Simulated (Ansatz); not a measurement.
Geometry optimisation, RKS BHLYP-D4/def2-SVP in Ansatz 0.2.0.

Input file:

```yaml
crystal:
  periodic: [false, false, false]
  atoms:
    - { symbol: C, position_ang: [-1.1132, 1.3883, -0.8985] }
    - { symbol: Sn, position_ang: [-0.2649, -0.4489, -0.4135] }
    - { symbol: C, position_ang: [1.838, -0.2374, -0.4679] }
    - { symbol: Al, position_ang: [-0.9394, -1.1384, 2.0135] }
    - { symbol: H, position_ang: [-2.2639, 1.3243, -0.9022] }
    - { symbol: H, position_ang: [-0.843, 2.2158, -0.1761] }
    - { symbol: H, position_ang: [-0.8135, 1.7408, -1.9232] }
    - { symbol: H, position_ang: [-0.7189, -1.6454, -1.5758] }
    - { symbol: H, position_ang: [2.1963, 0.0821, -1.4291] }
    - { symbol: H, position_ang: [2.3429, -1.2071, -0.1666] }
    - { symbol: H, position_ang: [2.1694, 0.5346, 0.3001] }
    - { symbol: H, position_ang: [-0.6365, -2.6244, 2.5054] }
    - { symbol: H, position_ang: [-0.9329, -0.0191, 3.1486] }
basis:
  gaussian: { orbitals: def2-SVP }
hamiltonian:
  xc: { name: BHLYP }
  dispersion: d4
relax:
  f_tol: 0.015
  max_steps: 40
output:
  orbitals: {}
```

Launched with:

```bash
$ ansatz run input.yaml --threads 2 --pin off --max-ram 3072MiB --backend cpu --events-out ev --progress --plain --runs-dir out
```

Task: Where does it end, and by what steps?

Result: The run converged. After 6 steps the energy has fallen by 0.394 eV; H13 moved furthest, 0.31 Å.

```json
{"step": "0", "energy less start (eV)": "0.0000", "largest force component (eV/Å)": "2.301", "accepted": "yes"}
{"step": "1", "energy less start (eV)": "-0.3440", "largest force component (eV/Å)": "0.571", "accepted": "yes"}
{"step": "2", "energy less start (eV)": "-0.3810", "largest force component (eV/Å)": "0.165", "accepted": "yes"}
{"step": "3", "energy less start (eV)": "-0.3883", "largest force component (eV/Å)": "0.207", "accepted": "yes"}
{"step": "4", "energy less start (eV)": "-0.3929", "largest force component (eV/Å)": "0.026", "accepted": "yes"}
{"step": "5", "energy less start (eV)": "-0.3939", "largest force component (eV/Å)": "0.026", "accepted": "yes"}
{"step": "6", "energy less start (eV)": "-0.3940", "largest force component (eV/Å)": "0.013", "accepted": "yes"}
```

```xyz
13
Properties=species:S:1:pos:R:3
C -1.120 1.420 -0.903
Sn -0.212 -0.456 -0.316
C 1.930 -0.194 -0.541
Al -0.862 -1.184 2.164
H -2.209 1.337 -0.916
H -0.838 2.207 -0.200
H -0.780 1.702 -1.902
H -0.691 -1.635 -1.474
H 2.153 0.109 -1.567
H 2.460 -1.124 -0.330
H 2.290 0.580 0.139
H -0.888 -2.702 2.604
H -1.212 -0.095 3.256
```

Whether the end is a true minimum wasn't checked by a vibrational analysis.

Run time: 33 s on 2 threads of Arm Neoverse V1, with other jobs on the host, peak memory 0.29 GiB.
